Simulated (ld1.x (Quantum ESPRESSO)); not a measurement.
What the settings do to the ultrasoft potential of gallium (Ga)

Base potential:

Ga, ultrasoft, made with ld1.x (Quantum ESPRESSO) 7.5 (PBE, scalar-relativistic). Core [Ar], reference 3d10 4s2 4p1. Waves: 4s (bound): rcut 1.30, rcutus 1.80 bohr; 4s channel at 4.55 Ry: rcut 1.30, rcutus 1.80 bohr; 4p (bound): rcut 1.75, rcutus 2.05 bohr; 4p channel at 0.55 Ry: rcut 1.75, rcutus 2.05 bohr; 3d (bound): rcut 0.70, rcutus 0.80 bohr; 3d channel at 0.35 Ry: rcut 0.70, rcutus 0.80 bohr; 4f channel at 0.05 Ry: rcut 1.25, rcutus 1.60 bohr. Local part: all-electron potential smoothed inside 0.75 bohr (lloc = -1). Core correction: a·sin(br)/r model core, default radius (core density twice the valence density). Augmentation charge: PSQ, inside the norm-conserving radii.

All-electron outer shells of the reference configuration (PBE, scalar-relativistic, ld1.x):

| shell | level (eV) | outermost node (bohr) | outermost maximum (bohr) |
| --- | --- | --- | --- |
| 3s | -148.13 | 0.27 | 0.56 |
| 3p | -98.86 | 0.24 | 0.56 |
| 3d | -19.15 | – | 0.53 |
| 4s | -8.95 | 0.81 | 1.90 |
| 4p | -2.58 | 0.87 | 2.53 |

Cutoffs, loose and tight: the cutoffs (Ry, on a coarse ladder) from which the occupation-weighted sum of valence levels, in a spherical-Bessel basis at the reference potential, stays within 10 and 1 mRy of its value at 400 Ry. They do not see the model core or the augmentation charge, which bear on the density cutoff. Test errors are all-electron minus pseudo excitation energies from the reference, over the configurations 3d10 4s2 4p0; 3d10 4s1 4p0; 3d10 4s0 4p0; 3d10 4s2 4p0.5; 3d10 4s1 4p1; 3d10 4s1 4p2; 3d10 4s0 4p3. A dash means not determined; rows that change the core or the reference have their own tests.

A true bound ghost makes a file unfit for plane-wave use even where its test errors are small: the radial tests pick states by their node count and pass the ghost by.

Cutoffs are not given where the Bessel-basis levels miss the radial ones by over 6 mRy, ghosts where they miss by over 20 mRy; a channel whose overlap is not positive is not tested.

The default core radius of the base comes out at 0.31 bohr.

A file whose overlap is not positive is unfit for use, and its test errors describe a broken file.

| change | outcome | cutoff, loose | cutoff, tight | bound ghosts | largest test error (meV) |
| --- | --- | --- | --- | --- | --- |
| base | generated, overlap not positive | – | – | s, p (f not tested, overlap not positive) | -14 |
| augmentation PSQ, radius 0.70 bohr | generated, overlap not positive | – | – | s, p (f not tested, overlap not positive) | -20 |
| waves 3d (bound): rcut 0.50, rcutus 0.54 bohr; 3d channel at 0.35 Ry: rcut 0.50, rcutus 0.54 bohr | generated, overlap not positive | – | – | s, p (f not tested, overlap not positive) | -13 |
| wave 4f channel at 0.05 Ry: rcut 1.25, rcutus 1.60 bohr becomes 4f channel at 0.05 Ry: rc 1.60 bohr; local potential the f channel | generated | 260 Ry | over 300 Ry | none | -14 |
| waves 4p (bound): rcut 1.75, rcutus 2.20 bohr; 4p channel at 0.55 Ry: rcut 1.75, rcutus 2.20 bohr | generated, overlap not positive | – | – | s, p (f not tested, overlap not positive) | -15 |
| core correction a·sin(br)/r model core inside 0.58 bohr | generated, overlap not positive | – | – | s, p (f not tested, overlap not positive) | -14 |
| local potential all-electron potential smoothed inside 1.66 bohr (lloc = -1) | generated | 260 Ry | over 300 Ry | none | -14 |
| functional PBEsol; added wave 4f channel at 0.7 Ry: rcut 1.25, rcutus 1.60 bohr | generated, overlap not positive | – | – | s, p (f not tested, overlap not positive) | -15 |

Task: What comes out with this change to the base: type PAW; waves now 4s (bound): rcut 1.30, rcutus 1.80 bohr; 4s channel at 4.55 Ry: rcut 1.30, rcutus 1.80 bohr; 4p (bound): rcut 1.75, rcutus 2.05 bohr; 4p channel at 0.55 Ry: rcut 1.75, rcutus 2.05 bohr; 3d (bound): rcut 0.70, rcutus 0.80 bohr; 3d channel at 0.35 Ry: rcut 0.70, rcutus 0.80 bohr; 4f channel at 0.05 Ry: rcut 1.25, rcutus 1.60 bohr; 4f channel at 2 Ry: rcut 1.25, rcutus 1.60 bohr; local potential all-electron potential smoothed inside 1.35 bohr (lloc = -1); augmentation PSQ, radius 0.55 bohr?

Result: outcome: failed: find_q: too many iterations. Cause: no Bessel wave vectors were found for the pseudised augmentation function at its matching radius.
